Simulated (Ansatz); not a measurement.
Spectroscopic constants of BeAl+, closed-shell singlet (lowest of 2S+1 = 1, 3 at CCSD(T)/def2-TZVPP on PBE0 minima; our sources give no spin for the ground state, which may be another).

The constants come from a fifth-degree fit in 1/R (seven points, main isotopes). In def2 and cc sets the state is the lowest found near the PBE0 minimum, followed along R. The singlet is held restricted.

Correlated levels freeze the inner cores; with def2 sets outer-core shells near the valence are correlated too.

Run with Ansatz (Gaussian orbitals). 

Energies at CCSD(T)/def2-QZVPP:

```csv
R (Å),E (hartree)
2.600977,-256.39026826
2.670896,-256.39121557
2.735221,-256.39168848
2.807937,-256.39185709
2.880652,-256.39172045
2.964555,-256.39127486
3.062441,-256.39047399
```

**Question.** With a reduced mass of 6.7557 u, find the minimum, the force constant and the constants.

**Answer.** A fifth-degree polynomial in 1/R puts the minimum at r_e = 2.8086 Å with force constant 25.0 N/m. Then ω_e = (1/2πc)√(k/μ) = 251 cm⁻¹ and B_e = h/(8π²cμr_e²) = 0.3163 cm⁻¹; the cubic and quartic terms give α_e = 0.0055 and ω_e x_e = 3.3 cm⁻¹.

Doubts at one or more of the structures used: a restricted determinant that unrestricted orbitals would lower (CCSD(T)/def2-QZVPP).

Ansatz is an electronic-structure program.
